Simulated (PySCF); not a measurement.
ClGe, SMILES [Ge][Cl] (connectivity only; charge and spin as stated), charge +1, multiplicity 1.

Geometry optimised at r2SCAN-D4/def2-TZVP. The multiplicity is an assumed one; other spin states were not compared.

Computed with TDA-PBE/def2-TZVPD run with PySCF 2.14.0.

Vertical excitations; the highest root listed may be one member of a degenerate set.  State labels are in the subgroup C2v.

Computed UV-visible absorptions:
```json
[
 {"state": "S1", "symmetry": "A2", "energy (eV)": "4.81", "λ (nm)": "258", "f": "0.000", "main pairs": "HOMO−1→LUMO 50 %, HOMO−2→LUMO+1 50 %"},
 {"state": "S2", "symmetry": "A2", "energy (eV)": "4.98", "λ (nm)": "249", "f": "0.000", "main pairs": "HOMO−2→LUMO+1, HOMO−1→LUMO (degenerate set)"},
 {"state": "S3", "symmetry": "A1", "energy (eV)": "4.98", "λ (nm)": "249", "f": "0.000", "main pairs": "HOMO−1→LUMO+1, HOMO−2→LUMO (degenerate set)"},
 {"state": "S4", "symmetry": "B2", "energy (eV)": "5.31", "λ (nm)": "233", "f": "0.039", "main pairs": "HOMO→LUMO+1 (degenerate set)"},
 {"state": "S5", "symmetry": "B1", "energy (eV)": "5.31", "λ (nm)": "233", "f": "0.039", "main pairs": "HOMO→LUMO (degenerate set)"},
 {"state": "S6", "symmetry": "A1", "energy (eV)": "6.59", "λ (nm)": "188", "f": "0.083", "main pairs": "HOMO−2→LUMO 38 %, HOMO−1→LUMO+1 38 %, HOMO→LUMO+2 20 %"},
 {"state": "S7", "symmetry": "B2", "energy (eV)": "8.58", "λ (nm)": "144", "f": "0.010", "main pairs": "HOMO−1→LUMO+2 (degenerate set)"},
 {"state": "S8", "symmetry": "B1", "energy (eV)": "8.58", "λ (nm)": "144", "f": "0.010", "main pairs": "HOMO−2→LUMO+2 (degenerate set)"},
 {"state": "S9", "symmetry": "A1", "energy (eV)": "10.53", "λ (nm)": "118", "f": "0.576", "main pairs": "HOMO→LUMO+3 60 %, HOMO→LUMO+2 27 %"},
 {"state": "S10", "symmetry": "B2", "energy (eV)": "10.54", "λ (nm)": "118", "f": "0.035", "main pairs": "HOMO−3→LUMO+1 65 %, HOMO−1→LUMO+3 24 %"},
 {"state": "T1", "symmetry": "B2", "energy (eV)": "4.03", "λ (nm)": "307", "f": "0", "main pairs": "HOMO→LUMO+1 (degenerate set)"},
 {"state": "T2", "symmetry": "B1", "energy (eV)": "4.03", "λ (nm)": "307", "f": "0", "main pairs": "HOMO→LUMO (degenerate set)"},
 {"state": "T3", "symmetry": "A1", "energy (eV)": "4.29", "λ (nm)": "289", "f": "0", "main pairs": "HOMO−1→LUMO+1 50 %, HOMO−2→LUMO 50 %"},
 {"state": "T4", "symmetry": "A2", "energy (eV)": "4.49", "λ (nm)": "276", "f": "0", "main pairs": "HOMO−1→LUMO 50 %, HOMO−2→LUMO+1 50 %"}
]
```
Triplets are in the Tamm–Dancoff approximation.
